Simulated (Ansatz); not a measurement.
`[F][Hf]([F])([F])[Cl]`, charge 0, multiplicity 1.

Question: Give a relaxed structure at PBE0-D4/def2-TZVP (Ansatz). (An estimate is asked.)

Answer: Ansatz gave: 
```xyz
5

F     1.177   -1.486    0.303
Hf   -0.013   -0.059   -0.050
F     0.251    0.530   -1.827
F    -1.788   -0.685    0.129
Cl    0.374    1.698    1.444
```
Point group C3v.
